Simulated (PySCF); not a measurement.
Species: C2H9ClSi2.
SMILES with atom numbers: `[SiH3:1][CH2:2][CH2:3][SiH2:4][Cl:5]` (hydrogens: H6, H7, H8 on Si1; H9, H10 on C2; H11, H12 on C3; H13, H14 on Si4)

The same species was optimised twice, with GFN2-xTB and with PBE0-D3(BJ)/def2-SVP (PySCF), and the same property calculations (PySCF, gas phase) were run on both structures.

```json
{"coordinate": "Si4–Cl5 (Å)", "GFN2-xTB": "2.018", "PBE0-D3(BJ)/def2-SVP": "2.077", "change": "+0.059"}
{"coordinate": "Si1–H7 (Å)", "GFN2-xTB": "1.464", "PBE0-D3(BJ)/def2-SVP": "1.495", "change": "+0.031"}
{"coordinate": "Si1–H8 (Å)", "GFN2-xTB": "1.466", "PBE0-D3(BJ)/def2-SVP": "1.497", "change": "+0.031"}
{"coordinate": "Si1–H6 (Å)", "GFN2-xTB": "1.464", "PBE0-D3(BJ)/def2-SVP": "1.495", "change": "+0.031"}
{"coordinate": "Si4–H14 (Å)", "GFN2-xTB": "1.461", "PBE0-D3(BJ)/def2-SVP": "1.490", "change": "+0.029"}
{"coordinate": "Si4–H13 (Å)", "GFN2-xTB": "1.463", "PBE0-D3(BJ)/def2-SVP": "1.490", "change": "+0.027"}
{"coordinate": "C3–Si4 (Å)", "GFN2-xTB": "1.902", "PBE0-D3(BJ)/def2-SVP": "1.878", "change": "-0.024"}
{"coordinate": "C3–H11 (Å)", "GFN2-xTB": "1.092", "PBE0-D3(BJ)/def2-SVP": "1.106", "change": "+0.014"}
{"coordinate": "C2–H10 (Å)", "GFN2-xTB": "1.092", "PBE0-D3(BJ)/def2-SVP": "1.104", "change": "+0.012"}
{"coordinate": "Si1–C2 (Å)", "GFN2-xTB": "1.901", "PBE0-D3(BJ)/def2-SVP": "1.891", "change": "-0.010"}
{"coordinate": "C2–H9 (Å)", "GFN2-xTB": "1.094", "PBE0-D3(BJ)/def2-SVP": "1.104", "change": "+0.010"}
{"coordinate": "C3–H12 (Å)", "GFN2-xTB": "1.095", "PBE0-D3(BJ)/def2-SVP": "1.104", "change": "+0.009"}
{"coordinate": "C2–C3 (Å)", "GFN2-xTB": "1.532", "PBE0-D3(BJ)/def2-SVP": "1.532", "change": "0.000"}
{"coordinate": "Si4–C3–H11 (°)", "GFN2-xTB": "109.1", "PBE0-D3(BJ)/def2-SVP": "106.7", "change": "-2.4"}
{"coordinate": "Si1–C2–H10 (°)", "GFN2-xTB": "109.5", "PBE0-D3(BJ)/def2-SVP": "107.5", "change": "-2.0"}
{"coordinate": "C2–C3–H11 (°)", "GFN2-xTB": "109.2", "PBE0-D3(BJ)/def2-SVP": "111.2", "change": "+2.0"}
{"coordinate": "Si4–C3–H12 (°)", "GFN2-xTB": "108.1", "PBE0-D3(BJ)/def2-SVP": "106.1", "change": "-2.0"}
{"coordinate": "C2–C3–H12 (°)", "GFN2-xTB": "108.6", "PBE0-D3(BJ)/def2-SVP": "110.4", "change": "+1.8"}
{"coordinate": "C3–C2–H9 (°)", "GFN2-xTB": "108.4", "PBE0-D3(BJ)/def2-SVP": "110.0", "change": "+1.6"}
{"coordinate": "Si1–C2–H9 (°)", "GFN2-xTB": "108.3", "PBE0-D3(BJ)/def2-SVP": "106.8", "change": "-1.5"}
{"coordinate": "C2–Si1–H6 (°)", "GFN2-xTB": "108.3", "PBE0-D3(BJ)/def2-SVP": "109.7", "change": "+1.4"}
{"coordinate": "Si1–C2–C3–Si4 (°)", "GFN2-xTB": "70", "PBE0-D3(BJ)/def2-SVP": "67", "change": "-3"}
{"coordinate": "C2–C3–Si4–Cl5 (°)", "GFN2-xTB": "46", "PBE0-D3(BJ)/def2-SVP": "50", "change": "+4"}
```

Rotational constants: A = 3779, B = 1191, C = 1079 MHz (GFN2-xTB) against A = 3728, B = 1176, C = 1065 MHz (PBE0-D3(BJ)/def2-SVP). Point groups within 0.08 Å: C1 and C1.

On the GFN2-xTB structure: lowest singlet, TDDFT (eV) 7.60 [wB97X-D/def2-SVPD]; isotropic polarisability (au) 89.1 [wB97X-D/def2-SVPD]; HOMO (eV) -10.22 [wB97X-D/def2-SVPD]; LUMO (eV) 1.80 [wB97X-D/def2-SVPD]; dipole (D) 1.62 [wB97X-D/def2-SVPD].

What do these properties become on the PBE0-D3(BJ)/def2-SVP structure?

| property | level | on GFN2-xTB | on PBE0-D3(BJ)/def2-SVP | change |
| --- | --- | --- | --- | --- |
| lowest singlet, TDDFT (eV) | wB97X-D/def2-SVPD | 7.60 | 7.47 | -0.13 |
| isotropic polarisability (au) | wB97X-D/def2-SVPD | 89.1 | 91.3 | +2.2 |
| HOMO (eV) | wB97X-D/def2-SVPD | -10.22 | -10.29 | -0.07 |
| LUMO (eV) | wB97X-D/def2-SVPD | 1.80 | 1.69 | -0.11 |
| dipole (D) | wB97X-D/def2-SVPD | 1.62 | 1.92 | +0.30 |
| energy, GFN2-xTB geometry as zero (kcal/mol) | wB97X-D/def2-SVPD | 0.0 | -2.6 | -2.6 |

The heavy atoms differ by 0.027 Å rms after alignment. Among all bonds Si4–Cl5 changes most (+0.059 Å). Changes are differences of the printed values. Neither structure is proved a minimum here.

Conformer computed: `[SiH3:1][CH2:2][CH2:3][SiH2:4][Cl:5]`: Si1–C2–C3–Si4 67°, C2–C3–Si4–Cl5 50°.

wB97X-D is run here without its empirical dispersion term; that term would change no orbital, density or response property at a fixed geometry.
